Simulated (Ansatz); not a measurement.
```yaml
crystal:
  periodic: [false, false, false]
  atoms:
    - {symbol: N, position_ang: [-2.221421, 0.503515, 0.079048]}
    - {symbol: Si, position_ang: [-0.373690, 1.409169, 0.681474]}
    - {symbol: Ge, position_ang: [1.595594, -0.758048, 0.137983]}
    - {symbol: O, position_ang: [0.564526, -1.790947, -1.577508]}
    - {symbol: H, position_ang: [-2.174617, -0.340606, -0.857178]}
    - {symbol: H, position_ang: [-3.311337, 1.132158, 0.094585]}
    - {symbol: H, position_ang: [0.130783, 2.954632, -0.239170]}
    - {symbol: H, position_ang: [-0.415844, 1.863800, 2.484846]}
    - {symbol: H, position_ang: [1.831136, -2.039402, 1.565097]}
    - {symbol: H, position_ang: [3.351897, -0.195617, -0.438345]}
    - {symbol: H, position_ang: [1.104724, -2.809782, -1.905082]}
basis:
  gaussian: {orbitals: x2c-TZVPPall}
total_charge: -2
magnetization: {spin_polarized: true, initial_magnetization: 0}
hamiltonian: {xc: {name: rPW86-PBE}, pseudopotentials: {relativity: scalar}}
accuracy: high
```

```sh
$ ansatz run in.yaml --threads 4 --pin off --events-out ev --progress --plain --max-ram 10444MiB
```

Output, abridged:

```
Functional definition: rPW86-PBE
4272 factors; integrals over basis functions are off by at most 1.6e-7 eV
mean field evaluation 1: about -68686.2340 eV, gradient 3.8e1 eV
mean field evaluation 2: about -68645.8212 eV, gradient 9.3e1 eV
mean field evaluation 4: about -68691.1418 eV, gradient 2.2e1 eV
mean field evaluation 8: about -68693.7703 eV, gradient 7.9e-1 eV
mean field evaluation 16: about -68693.7700 eV, gradient 2.2e-3 eV
mean field evaluation 32: about -68693.7700 eV, gradient 2.5e-8 eV
mean field -68693.76995988 eV, -2524.4494837161 hartree, gradient 2.5e-8 eV, S^2 0.000000; 5 other end points of the search recorded, 0 dependent functions left out
reference -68693.76997731 eV, -2524.4494843566 hartree; 35, 35 occupied and 215, 215 virtual orbitals, 4272 factors
Total energy: -68693.76997731 eV, -2524.4494843566 hartree
Relativity: scalar
```

(1) Something in this input is off. What?

Results:

(1) The charge is far from anything that the molecule holds. The run converged. The result belongs to that input, not to the molecule as meant.
